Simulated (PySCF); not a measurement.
4-(dimethylamino)thiophenol, C8H11NS.
Z-matrix (Å and degrees, PBE0-D3(BJ)/def2-SVP geometry), rows numbered from 1:
```
C 
N   1  1.4365
C   2  1.4369  1  119.48
C   2  1.3796  1  119.55  3  -166.18
C   4  1.4105  2  121.54  1    -6.25
C   5  1.3900  4  121.39  2  -179.03
C   6  1.3969  5  121.18  4    -0.34
S   7  1.7707  6  123.50  5  -179.83
C   7  1.3987  6  117.98  5    -0.32
C   9  1.3886  7  121.19  6     0.26
H   1  1.1083  2  113.08  3   103.37
H   1  1.1035  2  111.54  3  -135.33
H   1  1.0974  2  109.34  3   -16.90
H   3  1.0973  2  109.32  1    14.76
H   3  1.1038  2  111.69  1   133.31
H   3  1.1079  2  112.94  1  -105.37
H   5  1.0896  4  120.46  2     1.00
H   6  1.0933  5  118.69  4   179.92
H   8  1.3488  7   96.60  6    -2.12
H   9  1.0933  7  119.88  6  -179.57
H  10  1.0896  4  120.40  2    -0.86
```

Method used: PBE0-D3(BJ)/def2-SVP geometry optimisation, gas phase in PySCF.

Take the most abundant isotopes and a rigid rotor. The values belong to one conformer with, in the numbering `[CH3:1][N:2]([CH3:3])[c:4]1[cH:5][cH:6][c:7]([SH:8])[cH:9][cH:10]1`, C6–C7–S8–H -2°.

Question: Give the principal moments of inertia and the rotational constants in MHz.

Answer: Ia = 146.12, Ib = 900.92, Ic = 1040.15 u·Å²; 505379 MHz·u·Å²/I gives A = 3459, B = 561.0, C = 485.9 MHz.

Question: What kind of rotor is it?

Answer: A near-prolate asymmetric top; Ray's κ = -0.949.

Question: Is it planar, by Δ = Ic − Ia − Ib?

Answer: Not planar: Δ = Ic − Ia − Ib = -6.89 u·Å². For a rigid frame Δ = −2 Σ m c², so Σ m c² = 3.45 u·Å² lies off the ab plane: 3.24 from hydrogen and 0.21 from heavier atoms. The atom farthest from that plane is 1.03 Å away.

Question: Give the other two planar moments, Paa and Pbb, and the rms extents of the mass along the axes.

Answer: Paa = Σ m a² = (Ib + Ic − Ia)/2 = 897.48 and Pbb = Σ m b² = (Ia + Ic − Ib)/2 = 142.67 u·Å². With the mass M = 153.06 u, the rms extents √(P/M) along a, b and c are 2.42, 0.97, 0.15 Å.

Question: Give the coordinates in the principal-axis frame, origin at the centre of mass.

Answer: The sense of each axis is arbitrary; atoms in the order of the calculation.
```
atom  mass (u)   a (Å)   b (Å)   c (Å)
  C1    12.000  -3.259   1.233   0.045
  N2    14.003  -2.541  -0.005  -0.079
  C3    12.000  -3.247  -1.249   0.062
  C4    12.000  -1.162   0.001  -0.043
  C5    12.000  -0.430   1.207  -0.018
  C6    12.000   0.960   1.210  -0.002
  C7    12.000   1.686   0.017  -0.003
  S8    31.972   3.455  -0.051   0.021
  C9    12.000   0.971  -1.186  -0.014
 C10    12.000  -0.417  -1.197  -0.028
 H11     1.008  -3.095   1.734   1.020
 H12     1.008  -2.975   1.947  -0.747
 H13     1.008  -4.334   1.042  -0.060
 H14     1.008  -4.326  -1.064  -0.008
 H15     1.008  -2.984  -1.960  -0.741
 H16     1.008  -3.049  -1.751   1.029
 H17     1.008  -0.947   2.166  -0.010
 H18     1.008   1.482   2.170   0.016
 H19     1.008   3.662   1.282  -0.013
 H20     1.008   1.508  -2.138  -0.007
 H21     1.008  -0.924  -2.162  -0.031
```

Question: Where do the levels up to J = 5 lie, in MHz?

Answer: Above 0(0,0):
J = 1: 1(0,1) 1047, 1(1,1) 3945, 1(1,0) 4020
J = 2: 2(0,2) 3139, 2(1,2) 5963, 2(1,1) 6188, 2(2,1) 14882, 2(2,0) 14883
J = 3: 3(0,3) 6274, 3(1,3) 8990, 3(1,2) 9441, 3(2,2) 18022, 3(2,1) 18029, 3(3,1) 32700, 3(3,0) 32700
J = 4: 4(0,4) 10447, 4(1,4) 13024, 4(1,3) 13775, 4(2,3) 22208, 4(2,2) 22230, 4(3,2) 36890, 4(3,1) 36890, 4(4,1) 57434, 4(4,0) 57434
J = 5: 5(0,5) 15652, 5(1,5) 18065, 5(1,4) 19191, 5(2,4) 27439, 5(2,3) 27489, 5(3,3) 42129, 5(3,2) 42129, 5(4,2) 62671, 5(4,1) 62671, 5(5,1) 89086, 5(5,0) 89086
The levels of one J sum to (2J + 1)J(J + 1)(A + B + C)/3.

Question: Which lines would a microwave search look for?

Answer: The dipole components are |μa| = 2.97 D, |μb| = 0.86 D, |μc| = 0.10 D. Intensities carry the squares of the components, which stand as 1.00 : 0.08 : 0.00 (a : b : c). Some lines, for components of 0.1 D or more:

| type | branch | J(Ka,Kc) | MHz | lower level (cm⁻¹) |
| --- | --- | --- | --- | --- |
| b | R | 3(0,3) ← 2(1,2) | 311 | 0.199 |
| a | R | 1(0,1) ← 0(0,0) | 1047 | 0.000 |
| a | R | 3(2,1) ← 2(2,0) | 3146 | 0.496 |
| b | R | 1(1,1) ← 0(0,0) | 3945 | 0.000 |
| a | R | 4(0,4) ← 3(0,3) | 4173 | 0.209 |
| a | R | 4(3,1) ← 3(3,0) | 4190 | 1.091 |
| a | R | 4(1,3) ← 3(1,2) | 4335 | 0.315 |
| b | R | 4(1,4) ← 3(0,3) | 6751 | 0.209 |
| b | Q | 3(2,1) ← 3(1,2) | 8589 | 0.315 |
| b | R | 2(2,1) ← 1(1,0) | 10862 | 0.134 |
| b | Q | 4(3,1) ← 4(2,2) | 14660 | 0.742 |
| b | Q | 3(3,1) ← 3(2,2) | 14677 | 0.601 |
| b | R | 4(3,1) ← 3(2,2) | 18868 | 0.601 |
| b | R | 4(4,1) ← 3(3,0) | 24735 | 1.091 |

Whether it is a minimum is left open (no frequencies). Constants of a rigid frame at the computed geometry: no zero-point averaging, no centrifugal distortion. A rigid rotor knows nothing of internal rotation, which can split or shift real lines. Quadrupole hyperfine structure (14N) is left out.
